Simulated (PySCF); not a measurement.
Si(H)(Me)(NHMe)2, SMILES CN[SiH](C)NC (C3H12N2Si), GFN2-xTB optimised geometry.

```
18

Si    -1.42    -0.78     0.00
C     -1.99    -1.75    -1.54
N      0.30    -0.78     0.00
C      1.07    -0.31    -1.13
N     -1.79    -1.46     1.54
C     -3.15    -1.73     1.94
H     -2.09     0.53     0.00
H     -3.04    -2.03    -1.45
H     -1.42    -2.67    -1.67
H     -1.89    -1.17    -2.45
H      0.74    -0.53     0.87
H      2.09    -0.71    -1.08
H      1.13     0.78    -1.17
H      0.60    -0.66    -2.04
H     -1.16    -2.16     1.90
H     -3.22    -1.78     3.02
H     -3.78    -0.92     1.59
H     -3.54    -2.67     1.52
```

Density from PBE0/def2-SVP (PySCF 2.14.0) at that geometry.

Minimum of the electron density along straight lines between bonded atoms, close to the bond critical point (lines longer than 1.1 times the sum of covalent radii, or with two minima, are not listed):

```json
[
 {"bond": "Si1–C2", "length / Å": "1.905", "ρ at the minimum / e bohr⁻³": "0.111", "∇²ρ there / e bohr⁻⁵": "0.31", "position (fraction from the first atom)": "0.38"},
 {"bond": "Si1–N3", "length / Å": "1.723", "ρ at the minimum / e bohr⁻³": "0.124", "∇²ρ there / e bohr⁻⁵": "0.74", "position (fraction from the first atom)": "0.40"},
 {"bond": "N3–C4", "length / Å": "1.442", "ρ at the minimum / e bohr⁻³": "0.271", "∇²ρ there / e bohr⁻⁵": "-0.78", "position (fraction from the first atom)": "0.61"},
 {"bond": "Si1–N5", "length / Å": "1.724", "ρ at the minimum / e bohr⁻³": "0.124", "∇²ρ there / e bohr⁻⁵": "0.74", "position (fraction from the first atom)": "0.40"},
 {"bond": "N5–C6", "length / Å": "1.440", "ρ at the minimum / e bohr⁻³": "0.272", "∇²ρ there / e bohr⁻⁵": "-0.78", "position (fraction from the first atom)": "0.61"},
 {"bond": "Si1–H7", "length / Å": "1.477", "ρ at the minimum / e bohr⁻³": "0.115", "∇²ρ there / e bohr⁻⁵": "0.31", "position (fraction from the first atom)": "0.49"},
 {"bond": "C2–H8", "length / Å": "1.086", "ρ at the minimum / e bohr⁻³": "0.270", "∇²ρ there / e bohr⁻⁵": "-0.95", "position (fraction from the first atom)": "0.62"},
 {"bond": "C2–H9", "length / Å": "1.087", "ρ at the minimum / e bohr⁻³": "0.271", "∇²ρ there / e bohr⁻⁵": "-0.96", "position (fraction from the first atom)": "0.62"},
 {"bond": "C2–H10", "length / Å": "1.086", "ρ at the minimum / e bohr⁻³": "0.270", "∇²ρ there / e bohr⁻⁵": "-0.95", "position (fraction from the first atom)": "0.62"},
 {"bond": "N3–H11", "length / Å": "1.009", "ρ at the minimum / e bohr⁻³": "0.334", "∇²ρ there / e bohr⁻⁵": "-1.52", "position (fraction from the first atom)": "0.76"},
 {"bond": "C4–H12", "length / Å": "1.092", "ρ at the minimum / e bohr⁻³": "0.278", "∇²ρ there / e bohr⁻⁵": "-1.03", "position (fraction from the first atom)": "0.63"},
 {"bond": "C4–H13", "length / Å": "1.096", "ρ at the minimum / e bohr⁻³": "0.276", "∇²ρ there / e bohr⁻⁵": "-1.00", "position (fraction from the first atom)": "0.62"},
 {"bond": "C4–H14", "length / Å": "1.087", "ρ at the minimum / e bohr⁻³": "0.281", "∇²ρ there / e bohr⁻⁵": "-1.06", "position (fraction from the first atom)": "0.63"},
 {"bond": "N5–H15", "length / Å": "1.009", "ρ at the minimum / e bohr⁻³": "0.334", "∇²ρ there / e bohr⁻⁵": "-1.52", "position (fraction from the first atom)": "0.76"},
 {"bond": "C6–H16", "length / Å": "1.092", "ρ at the minimum / e bohr⁻³": "0.278", "∇²ρ there / e bohr⁻⁵": "-1.03", "position (fraction from the first atom)": "0.63"},
 {"bond": "C6–H17", "length / Å": "1.087", "ρ at the minimum / e bohr⁻³": "0.281", "∇²ρ there / e bohr⁻⁵": "-1.05", "position (fraction from the first atom)": "0.63"},
 {"bond": "C6–H18", "length / Å": "1.097", "ρ at the minimum / e bohr⁻³": "0.275", "∇²ρ there / e bohr⁻⁵": "-1.00", "position (fraction from the first atom)": "0.62"}
]
```
